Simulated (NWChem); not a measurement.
## Correlation energy of CNO

```
C
O 1 1.1749
N 1 1.2255 2 180.00
```
Charge 0, spin multiplicity 2.

Program: NWChem. Structure: optimised with UPBE0/def2-SVP, a minimum by its harmonic frequencies.

Basis set: def2-SVP. Each correlation energy counts from its own Hartree-Fock reference.

```
method           correlation energy (mHa)            remark
---------------  ------------------------  ----------------
UMP2                               -416.6                 -
SCS-UMP2                           -400.3                 -
CCSD on UHF                        -435.9                 -
CCSD[T] on UHF                     -455.0                 -
CCSD(T) on UHF                     -452.8                 -
CCSD on ROHF                       -446.1  large amplitudes
CCSD[T] on ROHF                    -467.8  large amplitudes
CCSD(T) on ROHF                    -464.7  large amplitudes
```

The values span 67.4 mHa, from CCSD[T] on ROHF (lowest) to SCS-UMP2 (highest). 

The correlated methods keep 3 core orbitals frozen. The structure started from a generated list of species. The unpaired electrons of the parent sit in orbitals of symmetry b1 (C2v labels of the run); other states weren't searched. The stability of the SCF solutions was not checked. Open-shell Hartree-Fock references start from PBE0 orbitals. Coupled-cluster values serve here as a point of comparison, not as the truth.
